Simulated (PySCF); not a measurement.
PySCF input (CAM-B3LYP/6-31G):

```python
import numpy as np, basis_set_exchange as bse
from pyscf import gto, scf, dft, df, tdscf

basis = {'H': gto.basis.parse(bse.get_basis('6-31G', elements=['H'], fmt='nwchem')), 'P': gto.basis.parse(bse.get_basis('6-31G', elements=['P'], fmt='nwchem'))}
mol = gto.M(
    atom='''
    P    -1.02027206   -0.47127800   -0.05348212
    P     1.02027508    0.47110689    0.05491295
    H    -1.51764144    0.25666815    1.06041507
    H    -1.51478581    0.48948324   -0.97567300
    H     1.52191029   -0.49872576    0.96366793
    H     1.51047169   -0.24485897   -1.06987245
    ''',
    basis=basis,
    charge=0,
    verbose=4,
    max_memory=8640,
)
mf = dft.RKS(mol, xc='camb3lyp')
mf.grids.level = 3
mf.conv_tol = 1e-9
mf.max_cycle = 100
print('smallest overlap eigenvalue', np.linalg.eigvalsh(mol.intor('int1e_ovlp'))[0])
mf.kernel()
dip = mf.dip_moment()
td = tdscf.TDA(mf)
td.nstates = 4
td.kernel()
td.analyze()
osc = td.oscillator_strength()
```

Output:

```
PySCF version 2.14.0

[INPUT] verbose = 4
[INPUT] num. atoms = 6
[INPUT] num. electrons = 34
[INPUT] charge = 0
[INPUT] spin (= nelec alpha-beta = 2S) = 0
[INPUT] symmetry False subgroup None
[INPUT] Mole.unit = angstrom
[INPUT] Symbol           X                Y                Z      unit          X                Y                Z       unit  Magmom
[INPUT]  1 P     -1.020272060000  -0.471278000000  -0.053482120000 AA   -1.928034765946  -0.890586348533  -0.101066559361 Bohr   0.0
[INPUT]  2 P      1.020275080000   0.471106890000   0.054912950000 AA    1.928040472919   0.890262997496   0.103770436192 Bohr   0.0
[INPUT]  3 H     -1.517641440000   0.256668150000   1.060415070000 AA   -2.867926676891   0.485032508399   2.003894060661 Bohr   0.0
[INPUT]  4 H     -1.514785810000   0.489483240000  -0.975673000000 AA   -2.862530318277   0.924989266165  -1.843754757133 Bohr   0.0
[INPUT]  5 H      1.521910290000  -0.498725760000   0.963667930000 AA    2.875993634257  -0.942455097666   1.821068462727 Bohr   0.0
[INPUT]  6 H      1.510471690000  -0.244858970000  -1.069872450000 AA    2.854377813009  -0.462716392443  -2.021765918717 Bohr   0.0

nuclear repulsion = 87.9992828844286
number of shells = 22
number of NR pGTOs = 108
number of NR cGTOs = 34
basis = {'H': [[0, [18.73113696, 0.03349460434], [2.825394365, 0.2347269535], [0.6401216923, 0.8137573261]], [0, [0.1612777588, 1.0]]], 'P': [[0, [19413.3, 0.001851598923], [2909.42, 0.01420619174], [661.364, 0.06999945928], [185.759, 0.2400788603], [59.1943, 0.484761718], [20.031, 0.335199805]], [0, [339.478, -0.002782170105], [81.0101, -0.03604990135], [25.878, -0.1166310044], [9.45221, 0.09683280364], [3.66566, 0.6144180231], [1.46746, 0.4037980152]], [0, [2.15623, -0.2529241139], [0.748997, 0.03285184468], [0.283145, 1.081254762]], [0, [0.0998317, 1.0]], [1, [339.478, 0.004564616191], [81.0101, 0.03369357188], [25.878, 0.1397548834], [9.45221, 0.3393617168], [3.66566, 0.4509206237], [1.46746, 0.2385858009]], [1, [2.15623, -0.01776531273], [0.748997, 0.2740581964], [0.283145, 0.785421563]], [1, [0.0998317, 1.0]]]}
ecp = {}
smallest overlap eigenvalue 0.006654255694160073

******** <class 'pyscf.dft.rks.RKS'> ********
method = RKS
initial guess = minao
damping factor = 0
level_shift factor = 0
DIIS = <class 'pyscf.scf.diis.CDIIS'>
diis_start_cycle = 1
diis_space = 8
diis_damp = 0
SCF conv_tol = 1e-09
SCF conv_tol_grad = None
SCF max_cycles = 100
direct_scf = True
direct_scf_tol = 1e-13
XC library pyscf.dft.libxc version 7.1.2
    S. Lehtola, C. Steigemann, M. J. T. Oliveira, and M. A. L. Marques,  SoftwareX 7, 1–5 (2018)
XC functionals = camb3lyp
    T. Yanai, D. P. Tew, and N. C. Handy,  Chem. Phys. Lett. 393, 51 (2004)
radial grids:
    Treutler-Ahlrichs [JCP 102, 346 (1995); DOI:10.1063/1.469408] (M4) radial grids

becke partition: Becke, JCP 88, 2547 (1988); DOI:10.1063/1.454033
pruning grids: <function nwchem_prune>
grids dens level: 3
symmetrized grids: False
atomic radii adjust function: <function treutler_atomic_radii_adjust>
small_rho_cutoff = 0
Set gradient conv threshold to 3.16228e-05
Initial guess from minao.
tot grids = 77592
init E= -684.88046473491
  HOMO = -0.261569352350816  LUMO = -0.0166267992019381  gap/eV = 6.66523
cycle= 1 E= -684.973207369192  delta_E= -0.0927  |g|= 0.113  |ddm|= 2.15
  HOMO = -0.288303932344202  LUMO = 0.0307574556574641  gap/eV = 8.68210
cycle= 2 E= -684.981355156714  delta_E= -0.00815  |g|= 0.0228  |ddm|= 0.417
  HOMO = -0.294933671855012  LUMO = 0.0277294988589354  gap/eV = 8.78011
cycle= 3 E= -684.98154815483  delta_E= -0.000193  |g|= 0.00717  |ddm|= 0.0596
  HOMO = -0.292785677472788  LUMO = 0.0300743419585886  gap/eV = 8.78547
cycle= 4 E= -684.981572844064  delta_E= -2.47e-05  |g|= 0.00197  |ddm|= 0.0212
  HOMO = -0.293490436858837  LUMO = 0.0295113475912947  gap/eV = 8.78933
cycle= 5 E= -684.981574878566  delta_E= -2.03e-06  |g|= 0.00017  |ddm|= 0.00609
  HOMO = -0.293488911520188  LUMO = 0.0295277650742251  gap/eV = 8.78973
cycle= 6 E= -684.981574924461  delta_E= -4.59e-08  |g|= 2.23e-05  |ddm|= 0.00116
  HOMO = -0.29348848720566  LUMO = 0.0295304877795457  gap/eV = 8.78979
cycle= 7 E= -684.981574925018  delta_E= -5.57e-10  |g|= 2.13e-06  |ddm|= 0.000139
  HOMO = -0.293488962604094  LUMO = 0.0295300623267288  gap/eV = 8.78980
Extra cycle  E= -684.981574925019  delta_E= -1.14e-12  |g|= 7.98e-07  |ddm|= 8.57e-06
converged SCF energy = -684.981574925019
Dipole moment(X, Y, Z, Debye): -0.00003,  0.00150, -0.01256

******** <class 'pyscf.tdscf.rks.TDA'> for <class 'pyscf.dft.rks.RKS'> ********
nstates = 4 singlet
deg_eia_thresh = 1.000e-03
wfnsym = None
conv_tol = 1e-05
eigh lindep = 1e-12
eigh level_shift = 0
eigh max_cycle = 100
chkfile = tmpi8ygg2w_

Excitation energies (eV)
[5.92046685 6.88519598 7.14899304 7.31942026]

** Singlet excitation energies and oscillator strengths **
Excited State   1:      5.92047 eV    209.42 nm  f=0.3654
      15 -> 18       -0.19477
      17 -> 18        0.67406
Excited State   2:      6.88520 eV    180.07 nm  f=0.0000
      17 -> 19        0.70110
Excited State   3:      7.14899 eV    173.43 nm  f=0.1091
      15 -> 20       -0.10791
      17 -> 20       -0.69509
Excited State   4:      7.31942 eV    169.39 nm  f=0.0001
      17 -> 21        0.69412

** Transition electric dipole moments (AU) **
state          X           Y           Z        Dip. S.      Osc.
  1        -1.4565     -0.6264     -0.0718      2.5188      0.3654
  2         0.0100     -0.0025     -0.0003      0.0001      0.0000
  3         0.0017     -0.0937      0.7835      0.6227      0.1091
  4         0.0000     -0.0028      0.0236      0.0006      0.0001

** Transition velocity dipole moments (imaginary part, AU) **
state          X           Y           Z        Dip. S.      Osc.
  1        -0.2542     -0.1571     -0.0182      0.0896      0.2746
  2         0.0017     -0.0009     -0.0001      0.0000      0.0000
  3         0.0004     -0.0221      0.1848      0.0347      0.0879
  4         0.0000     -0.0007      0.0056      0.0000      0.0001

** Transition magnetic dipole moments (imaginary part, AU) **
state          X           Y           Z
  1        -0.0062      0.0060      0.0007
  2        -1.0902      1.0322      0.1257
  3        -0.0001      0.0040     -0.0332
  4         0.0027     -0.1513      1.2648
```
